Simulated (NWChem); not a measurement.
Molecule: SnI2, singlet; SMILES [I][Sn][I]

All runs: NWChem. Low-valent species are run as closed-shell singlets; no triplet was tried in these runs. All runs use the structure optimised with PBE0/def2-SVP. def2 effective core potentials on Sn, I; no spin-orbit coupling. Level PBE/def2-SVPD: energy and gradient; each run changes one setting, and changes count from the defaults (medium grid, exact Coulomb integrals, symmetry on).

Task: Which setting moves the energy most, and by about how much (Coulomb fitting, Weigend set; symmetry off; defaults; Becke weights; tight SCF thresholds and tolerances)?

Result: Coulomb fitting, Weigend set, by about 200 μHa.
| setting | size of the energy change (μHa) | largest change of a gradient component (μHa/bohr) |
|---|---|---|
| defaults | < 10 | < 30 |
| tight SCF thresholds and tolerances | < 10 | < 30 |
| Coulomb fitting, Weigend set | 200 | < 30 |
| Becke weights | < 10 | 50 |
| symmetry off | < 10 | other frame |
